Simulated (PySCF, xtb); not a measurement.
C2H6Si, SMILES C1C[SiH2]1.

GFN2-xTB run with xtb 6.7.1 at its own geometry gives an orbital gap of 3.96 eV and a dipole moment of 0.72 D.

Geometry: B3LYP-D3(BJ)/def2-TZVP.

Problem. What does HF/def2-TZVPD (PySCF) give? (Estimate from the structure and the level; the computed values follow.)

Solution. gap 11.47 eV (levels -9.49 and 1.98 eV), dipole 0.22 D.
